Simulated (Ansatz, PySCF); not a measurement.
Ligands exchanged one at a time, B Br-CH3. Gas-phase values, no solvent. Strings in code marks are SMILES.

Quantity: vertical ionisation energy (energy after one electron is removed minus that of the parent at the parent's geometry), in eV.

Level 1: frozen-core CCSD(T)/cc-pVTZ // B3LYP-D3(BJ)/def2-TZVP (Ansatz, a first-principles code)
Level 2: B3LYP/6-31G* // B3LYP-D3(BJ)/def2-TZVP (PySCF)
Level 3: SVWN5/6-31G* // B3LYP-D3(BJ)/def2-TZVP (PySCF)
Level 4: minus the HOMO energy of SVWN5/6-31G* // B3LYP-D3(BJ)/def2-TZVP (PySCF)

```tsv
species	level 2	level 3	level 4
`CB(C)Br`	10.04	9.89	6.50
```

**Question.** What does level 1 give for each?

**Answer.** 
- `CB(C)Br`: 10.28
